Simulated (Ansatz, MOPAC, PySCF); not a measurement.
Reaction (SMILES): C[SiH](C)[SiH3] [dimethyl(silyl)silane] → C[SiH](C)[SiH2] + H atom (the H-Si bond breaks)

Wanted: bond dissociation energy (enthalpy at 298 K), in kcal/mol. Conventions: six Cartesian d functions in 6-31G* and its kin unless marked 5d; non-relativistic; valence correlation only; spin-orbit terms left out; dispersion terms only where a functional's name holds one; open shells spin-unrestricted. Basis-set limits of correlation are two-point, X^-3; Hartree-Fock from the larger set. Ab initio and DFT rows: single points at B3LYP-D3(BJ) geometries (Ansatz, an electronic-structure program), with unscaled harmonic terms from B3LYP/6-31G* (Ansatz) at its own minima. Semi-empirical rows: MOPAC heats of formation at their own minima for 298 K.

```csv
species,coefficient,"E at M06-2X/6-31G* (5d) (PySCF), Eh","E at B3LYP/def2-TZVPD (Ansatz), Eh","H(298 K) - E, kcal/mol","heat of formation at PM3 (MOPAC), kcal/mol"
C[SiH](C)[SiH3],-1,-661.07530,-661.32864,73.58,-16.12
C[SiH](C)[SiH2],+1,-660.43531,-660.68059,67.58,11.15
H atom,+1,-0.49667,-0.50215,1.48,52.10
```

Coupled cluster (Ansatz) is a level with limits of its own, used here on species with T1 under 0.025 (0.045 for open shells) and stable references: CCSD(T)/CBS(cc-pV(T+d)Z,cc-pV(Q+d)Z). Value to compare with, CCSD(T)/CBS(cc-pV(T+d)Z,cc-pV(Q+d)Z) (Ansatz): 88.7 kcal/mol. 1 Eh = 627.5095 kcal/mol.

Question: Work the quantity out at each level, and compare with CCSD(T)/CBS(cc-pV(T+d)Z,cc-pV(Q+d)Z) (Ansatz).

Answer: 
- M06-2X/6-31G* (5d): the sum of coefficient times E is 0.14332 Eh, or 89.93 kcal/mol; the thermal terms add -4.52. Result: 85.4 kcal/mol. Its difference against CCSD(T)/CBS(cc-pV(T+d)Z,cc-pV(Q+d)Z) (Ansatz) is -3.3 kcal/mol.
- B3LYP/def2-TZVPD: the sum of coefficient times E is 0.14590 Eh, or 91.55 kcal/mol; the thermal terms add -4.52. Result: 87.0 kcal/mol. Its difference against CCSD(T)/CBS(cc-pV(T+d)Z,cc-pV(Q+d)Z) (Ansatz) is -1.7 kcal/mol.
- PM3: the sum of coefficient times heat of formation is 79.37 kcal/mol; it needs no thermal term. Its difference against CCSD(T)/CBS(cc-pV(T+d)Z,cc-pV(Q+d)Z) (Ansatz) is -9.3 kcal/mol.
